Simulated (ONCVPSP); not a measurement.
## Potentials for Ti compared

Generated with ld1.x 7.5 (TM, RRKJ, ultrasoft, PAW), atompaw 4.2 or ONCVPSP 4.0.1. The cutoff is in Ry: for ld1.x and atompaw files where the sum of valence levels is converged to 10 mRy in a Bessel basis, for ONCV files where the hardest occupied wave has 1 mHa per electron of residual kinetic energy. The error is the largest all-electron minus pseudo excitation energy over each file’s own four to seven test configurations (ionisations up to +4, promotions, holes and added fractions of an electron), all of which were solved. The labels leave out finer settings (local radius, basis sizes, second energies), which also bear on the numbers. Spin-polarised tests are not counted. The rows are a selection from randomly drawn settings: files with unsolved tests, undetermined cutoffs or missed reference levels are left out.

A true bound ghost makes a file unfit for plane-wave use even where its test errors are small: the radial tests pick states by their node count and pass the ghost by.

| potential | cutoff (Ry) | largest error (meV) | bound ghosts |
| --- | --- | --- | --- |
| ONCV, PBEsol, scalar-relativistic, rc 1.60/1.05/2.10 (spd), local smoothed, core correction no, reference 3s2 3p6 3d2 4s2, qcut 6.9/6.6/6.6, projectors 2/1/2 | 39 | +131 | none |
| ONCV, LDA (Perdew-Zunger), scalar-relativistic, rc 1.15/1.05/2.05 (spd), local smoothed, core correction no, reference 3s2 3p6 3d2, qcut 6.5/7.2/8.6, projectors 2/1/3 | 151 | +124 | none |
| ONCV, LDA (Perdew-Wang 92), scalar-relativistic, rc 2.30/2.50/1.35 (spd), local d, core correction yes, reference 3d2 4s0.5, qcut 2.6/3.7/13.1, projectors 2/3/0 | 108 | -403 | s, p |
| ONCV, PBEsol, scalar-relativistic, rc 2.95/3.35/1.90 (spd), local smoothed, core correction no, reference 3d2 4s1.75 4p0.25, qcut 2.1/2.1/7.9, projectors 2/2/2 | 47 | +61 | none |
| ONCV, PBE, scalar-relativistic, rc 1.60/1.55/2.10 (spd), local smoothed, core correction yes, reference 3s2 3p6 3d2 4s1.5, qcut 6.4/11.2/8.5, projectors 2/2/1 | 48 | -2.3 | none |

Fill in the row for Ti: ONCV, revPBE, scalar-relativistic, rc 1.60/0.95/2.25 (spd), local smoothed, core correction yes, reference 3s2 3p6 3d2 4s2, qcut 9.3/9.6/5.6, projectors 2/2/2.

cutoff 76 Ry, largest error +233 meV, bound ghosts: none.

Fill in the row for Ti: ONCV, LDA (Perdew-Wang 92), scalar-relativistic, rc 0.90/1.25/1.25/1.05 (spdf), local smoothed, core correction yes, reference 3s2 3p6 3d1, qcut 8.4/10.4/13.2/9.9, projectors 2/3/1/2.

cutoff 118 Ry, largest error +16 meV, bound ghosts: none.
